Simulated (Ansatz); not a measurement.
`C[SiH](C)P` at its PBE0-D4/def2-TZVP geometry, where that method's forces vanish. Charge 0, multiplicity 1.

```xyz
13

C     0.5274   -1.5686    0.7326
Si    0.5340    0.1735    0.0461
C    -0.4628    0.2752   -1.5355
P    -0.2073    1.5677    1.6647
H     1.1313   -1.6354    1.6401
H    -0.4890   -1.8873    0.9781
H     0.9333   -2.2723    0.0011
H     1.9389    0.5923   -0.2312
H    -0.0536   -0.3979   -2.2942
H    -1.5033   -0.0067   -1.3561
H    -0.4527    1.2895   -1.9401
H    -0.3279    2.6825    0.7915
H    -1.5684    1.1875    1.5028
```

Q: What forces (eV/Å) does ωB97M-V/def2-TZVPP give on these atoms in Ansatz? (Best estimate.)

A: The calculation gave: 
```
C1   0.001 -0.029  0.003
Si2  0.114  0.044 -0.027
C3  -0.011 -0.004 -0.020
P4  -0.116  0.046 -0.093
H5  -0.041  0.000 -0.061
H6   0.065  0.020 -0.016
H7  -0.030  0.044  0.056
H8  -0.139 -0.045  0.025
H9  -0.033  0.050  0.054
H10  0.067  0.018 -0.011
H11 -0.003 -0.068  0.025
H12  0.013 -0.099  0.063
H13  0.113  0.023  0.004
```
